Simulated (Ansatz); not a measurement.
One geometry of the cluster Sr7⁺, several levels of theory.

```yaml
crystal:
  periodic: [false, false, false]
  atoms:
    - {symbol: Sr, position_ang: [-3.167155, -1.620454, -2.731614]}
    - {symbol: Sr, position_ang: [3.228401, 1.064593, -0.993457]}
    - {symbol: Sr, position_ang: [1.209412, -0.371052, 2.382814]}
    - {symbol: Sr, position_ang: [0.592771, -2.311439, -1.251989]}
    - {symbol: Sr, position_ang: [-0.932999, 1.419979, -0.587501]}
    - {symbol: Sr, position_ang: [-2.708953, -1.831872, 1.327213]}
    - {symbol: Sr, position_ang: [1.778522, 3.650234, 1.854544]}
basis:
  gaussian: {orbitals: def2-TZVP, initial_orbitals: start.molden}
total_charge: 1
magnetization: {spin_polarized: true, initial_magnetization: 1}
hamiltonian: {xc: {name: BLYP}}
scf: {omitted_lower_state_checks: [starts]}
output: {orbitals: {seedname: orbitals}}
```

The file start.molden holds the orbitals of an earlier run on this structure, at another level or in another basis.

```sh
$ ansatz run in.yaml --threads 4 --pin off --events-out ev --progress --plain --max-ram 4787MiB
```

Output, abridged:

```
Functional definition: BLYP
2191 factors; their error is unknown
mean field evaluation 1: about -5837.6596 eV, gradient 6.7e0 eV
mean field evaluation 2: about -5837.9501 eV, gradient 5.1e-1 eV
mean field evaluation 4: about -5837.9598 eV, gradient 1.1e-1 eV
mean field evaluation 8: about -5837.9605 eV, gradient 2.2e-5 eV
mean field -5837.96047739 eV, -214.5410904325 hartree, gradient 7.6e-6 eV, S^2 0.761974; 0 other end points of the search recorded, 0 dependent functions left out
reference -5837.96084141 eV, -214.5411038098 hartree; 35, 34 occupied and 196, 197 virtual orbitals, 2191 factors
Total energy: -5837.96084141 eV, -214.5411038098 hartree
Checks for a lower state left out: starts
```

Run time 49 s (4 threads of Intel Xeon on a shared host), peak host memory 0.7 GiB.

First input, but with `gaussian: {orbitals: STO-3G}`, `hamiltonian: {xc: hf}` (abridged; 23 s):

```
Functional definition: HF
mean field -590321.37302837 eV, -21693.9103245946 hartree, gradient 1.2e-5 eV, S^2 0.877172
Total energy: -590321.37302837 eV, -21693.9103245946 hartree
Checks for a lower state left out: starts
```

First input, but with `hamiltonian: {xc: pbe0}` (abridged; 90 s):

```
Functional definition: PBE0
mean field evaluation 16: about -5843.7010 eV, gradient 1.5e-6 eV
mean field -5843.70095590 eV, -214.7520491265 hartree, gradient 1.5e-6 eV, S^2 0.820123
Total energy: -5843.70099722 eV, -214.7520506449 hartree
Checks for a lower state left out: starts
```

As the first input, with `gaussian: {orbitals: def2-SVP, initial_orbitals: start.molden}`, `hamiltonian: {xc: pbe}` (abridged; 17 s):

```
Functional definition: PBE
mean field -5843.18169218 eV, -214.7329665369 hartree, gradient 1.3e-5 eV, S^2 0.773746
Total energy: -5843.18174426 eV, -214.7329684507 hartree
Checks for a lower state left out: starts
```

As the first input, with `hamiltonian: {xc: pbe}`, `output: {forces: true, orbitals: {seedname: orbitals}}` (abridged; 25 s):

```
Functional definition: PBE
mean field -5845.25347585 eV, -214.8091031824 hartree, gradient 9.4e-6 eV, S^2 0.774333
Total energy: -5845.25353203 eV, -214.8091052471 hartree
Atom 0 force     0.031868     0.035670     0.005188 eV/Å
Atom 1 force    -0.000884     0.004671    -0.031552 eV/Å
Atom 2 force    -0.050310    -0.020645    -0.035421 eV/Å
Atom 3 force     0.001958     0.050367     0.033831 eV/Å
Atom 4 force     0.029735    -0.056272    -0.006088 eV/Å
Atom 5 force     0.007335     0.003686     0.039647 eV/Å
Atom 6 force    -0.019701    -0.017477    -0.005606 eV/Å
Dipole moment:    -0.011687     0.014979    -0.008093 e Å
Checks for a lower state left out: starts
```

The first input with `hamiltonian: {xc: pbe}`, `correlation: {method: rpa}` and without the key `output` (abridged; 41 s):

```
Functional definition: PBE
mean field -5845.25344176 eV, -214.8091019294 hartree, gradient 2.5e-6 eV, S^2 0.774333
Total energy: -5827.06466014 eV, -214.1406765340 hartree
Checks for a lower state left out: starts
```

The first input with `hamiltonian: {xc: hf}` (abridged; 72 s):

```
Functional definition: HF
mean field evaluation 16: about -5777.8427 eV, gradient 6.6e-5 eV
mean field -5777.84270358 eV, -212.3318029943 hartree, gradient 9.8e-6 eV, S^2 3.458050
Total energy: -5777.84270358 eV, -212.3318029943 hartree
Checks for a lower state left out: starts
```

Geometry: r2SCAN/def2-SVP.

In the def2 sets Sr takes a core potential, while STO-3G treats all electrons; there is no spin–orbit coupling. Correlated methods freeze no core orbitals; core or outer-core shells of Sr are correlated, in sets that lack core-valence functions. At HF/STO-3G, HF/def2-TZVP the charge 1 doublet is spin-contaminated (final ⟨S²⟩ up to 3.46, 0.75 for a pure state). The structure comes from a short search, and lower isomers may exist.
